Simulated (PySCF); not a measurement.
# From a computed spectrum to the compound

A species of 7 atoms with charge -1 has these harmonic modes (PBE0, small Gaussian bases with core potentials, PySCF 2.14.0):

| cm⁻¹ | km/mol | symmetry |
| --- | --- | --- |
| 54 | 5.5 |  |
| 57 | 44.1 |  |
| 87 | 14.9 |  |
| 100 | 21.8 |  |
| 180 | 19.6 |  |
| 268 | 45.3 |  |
| 390 | 177.9 |  |
| 424 | 125.0 |  |
| 429 | 37.5 |  |
| 432 | 44.2 |  |
| 563 | 87.6 |  |
| 1194 | 292.7 |  |
| 1676 | 37.4 |  |
| 2764 | 1131.0 |  |
| 3915 | 34.7 |  |

Which species is it, and in which structure?

[SmF3(H2O)]− (singlet in the valence; each metal's 4f electrons, 6 of them, lie in its core potential, out of spins and levels):
```xyz
7

Sm    0.1663   -0.0142    0.0858
F     1.5578    0.9068    1.5543
F    -2.1380   -0.2823    0.5169
F     0.9633   -1.4857   -1.3693
O    -1.7819    1.0919   -1.4659
H    -2.1582    0.5431   -0.6832
H    -1.8583    0.5003   -2.2215
```
Ideal gas at 298.15 K and 1 bar: S = 413.4 J/(mol K), Cp = 110.8 J/(mol K), H − H(0 K) = 24.5 kJ/mol (rigid rotor, harmonic modes, spin degeneracy alone, that of the 4f electrons in the core included; the modes under 60 cm⁻¹ make these uncertain). An lcecp potential fixes the number of 4f electrons, so in runs with it no electron can move into or out of that shell.
 Other answers can fit too; this one was computed.
